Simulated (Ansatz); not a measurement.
# Energy profile

The step: AlNH₄O₂ ([NH2][Al]([OH])[OH]) + AsH₃ → AlAsH₄O₂ ([OH][Al]([OH])[AsH2]) + NH₃ (still joined by a long Al–N bond); bonds formed: Al1–As6, N2–H5; bonds broken: H5–As6; bonds weakened to dative contacts: Al1–N2 (atoms numbered as in the saddle structure below).

```
12
angstrom
Al -0.1227 -0.4791 -0.4152
N 1.6742 -0.1133 -0.1934
O -0.6726 -1.7471 0.5642
O -0.6191 -0.0631 -1.9836
H 0.9612 0.9500 0.4748
As -0.4107 1.8977 1.1441
H 2.2346 0.1894 -0.9793
H 2.2338 -0.6611 0.4468
H -1.5808 -1.9525 0.7692
H -1.4855 -0.2138 -2.3531
H -0.6924 0.8983 2.2581
H -1.5199 1.2946 0.2674
```

Electronic energies by CCSD(T) at an estimated basis limit (MP2 extrapolated from triple and quadruple zeta, plus CCSD(T) − MP2 in triple zeta), on PBE0-D4/def2-TZVP structures; AlAsNH₇O₂, closed shell; no counterpoise correction. Computed with Ansatz 0.2.0 (basis: def2-TZVPP and def2-QZVPP); correlated methods freeze the cores. Filled d shells of the heavier atoms are correlated. The def2 sets are not built for correlating such inner shells, so the correlated values are less sure here. Extrapolation: Hartree–Fock as exp(−7.88 √X), correlation as X^−2.97.

Problem. Give the profile in kJ/mol, counted from the separated reactants. (To be estimated.)

Solution. By the calculation:
```json
{"point": "separated: AlNH₄O₂ (linked as [NH2][Al]([OH])[OH]; Al1, N2, O3, O4, H7, H8, H9, H10; singlet) + AsH₃ (H5, As6, H11, H12; singlet)", "kJ/mol": "0.0"}
{"point": "start structure", "kJ/mol": "-8.8"}
{"point": "saddle", "kJ/mol": "61.4"}
{"point": "end structure", "kJ/mol": "-100.1"}
{"point": "separated: AlAsH₄O₂ (linked as [OH][Al]([OH])[AsH2]; Al1, O3, O4, As6, H9, H10, H11, H12; singlet) + NH₃ (N2, H5, H7, H8; singlet)", "kJ/mol": "26.0"}
```

The T1 diagnostic stays at or below 0.013.

For scale, one of the runs: CCSD(T)/def2-TZVPP, 281 basis functions, launched by `ansatz run in.yaml --threads 8 --pin off --events-out ev --progress --plain --max-ram 19148MiB`. Time: 5.2 min of wall clock on 8 CPU threads of an Intel Xeon; the host was shared. Peak host memory: 8.3 GiB.
